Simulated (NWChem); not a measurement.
System: BHF, doublet; SMILES [BH]F

Input file for NWChem:

```
start job
memory heap 200 mb stack 900 mb global 1100 mb
geometry units angstroms noautoz
  B      0.140495     0.717025     0.000000
  F      0.027839    -0.578859     0.000000
  H     -0.836049     1.425126     0.000000
end
basis spherical
  * library def2-tzvp
end
dft
  odft
  mult 2
  xc kt2
  iterations 150
  mulliken
end
task dft energy
```

In the optimisation the excess spin sits in a' (Cs, its own frame). All runs use the structure optimised with PBE0-D3(BJ)/def2-TZVP, spin-unrestricted. No stability test was run on the SCF state.

Q: Predict the main results of this run. (KT2/def2-TZVP, spin-unrestricted.) Quantities: energy (Ha); highest occupied level (eV); lowest empty minus highest occupied level, either spin (eV); dipole (D); <S²>.

A: energy (Ha): -127.09
highest occupied level (eV): -4.97
lowest empty minus highest occupied level, either spin (eV): 2.43
dipole (D): 0.56
<S²>: 0.752
